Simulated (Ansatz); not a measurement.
`[OH][Zr]([OH])([I])[I]` and `[OH][Zr]([OH])([OH])[I]` differ in one atom or group.

Ansatz, PBE0-D4/def2-TZVP geometries, multiplicity 1. Each molecule was computed in one conformer, which needn't be the lowest.

Elements past krypton have def2 core potentials.  Spin–orbit coupling is left out; it splits and shifts lone-pair levels of the heavy atoms by tenths of an eV.

```tsv
property	`[OH][Zr]([OH])([I])[I]`
zero-point energy (PBE0-D4/def2-TZVP) / kJ/mol	68.7
HOMO energy (PBE0/def2-TZVPP) / eV	-7.44
HOMO–LUMO gap (ωB97M-V/def2-TZVPP) / eV	9.51
LUMO energy (ωB97M-V/def2-TZVPP) / eV	0.04
HOMO–LUMO gap (PBE/def2-TZVPP) / eV	3.79
LUMO energy (PBE0/def2-TZVPP) / eV	-1.85
```

(1) Give the same properties after the change, and the shifts. (Best estimate.)

Results:

(1) Ansatz gave: 
```csv
property,`[OH][Zr]([OH])([OH])[I]`,shift
zero-point energy (PBE0-D4/def2-TZVP) / kJ/mol,98.6,29.9
HOMO energy (PBE0/def2-TZVPP) / eV,-7.22,0.22
HOMO–LUMO gap (ωB97M-V/def2-TZVPP) / eV,9.85,0.34
LUMO energy (ωB97M-V/def2-TZVPP) / eV,0.54,0.50
HOMO–LUMO gap (PBE/def2-TZVPP) / eV,4.72,0.93
LUMO energy (PBE0/def2-TZVPP) / eV,-0.53,1.32
```

With PBE0 the HOMO rises by 0.22 eV and the LUMO rises by 1.32 eV, so the gap widens by about 1.10 eV. PBE moves the HOMO by 0.25 eV and ωB97M-V by 0.17 eV. The zero-point energy changes by 29.9 kJ/mol with +3 modes.

Positive LUMOs are unbound, so they and the gaps depend on the basis.
